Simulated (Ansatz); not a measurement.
Ideal-gas functions of `[OH][Al]([Cl])[Cl]` at 600 K and 1 bar, from an Ansatz frequency run at PBE0-D4/def2-TZVP.

Molar mass 114.9 g/mol, point group Cs (symmetry number 1), electronic degeneracy 1, moments of inertia 109.092, 229.435, 338.527 u Å². Harmonic wavenumbers (cm⁻¹, unscaled): 150, 194, 231, 358, 438, 588, 667, 910, 3957.

Use S(trans) = R[1.5 ln M + 2.5 ln T − 1.1517]; rotational temperatures θ = 24.2544 K / I; S(rot) = R[ln(√π/σ · √(T³/θAθBθC)) + 1.5]; for each mode x = 1.438777 ν̃/T, S = R[x/(eˣ − 1) − ln(1 − e⁻ˣ)] and H = RT x/(eˣ − 1); 1 cm⁻¹ = 0.0119627 kJ/mol; R = 8.31446 J/(mol·K).

Q: By hand: the entropy, in J/(mol·K).

A: Translation 182.6. Rotation: θ = 0.2223, 0.1057, 0.0716 K, giving 123.6. Vibration, mode by mode: 16.86, 14.75, 13.33, 9.83, 8.28, 6.11, 5.24, 3.30, 0.01, in all 77.7. Electronic 0.0. Sum 383.9 J/(mol·K).

Q: By hand: H − E and G − E in kJ/mol, counted from the electronic energy.

A: Zero-point energy ½ × 7493 × 0.0119627 = 44.8; thermal vibration 23.4; translation, rotation and pV give 4 RT = 20.0. H − E = 88.2 kJ/mol, and G − E = 88.2 − 600 × 383.9/1000 = -142.1 kJ/mol.

Vibration gives 20 % of the entropy. The sum counts one conformer and one mirror image; others add a mixing term.
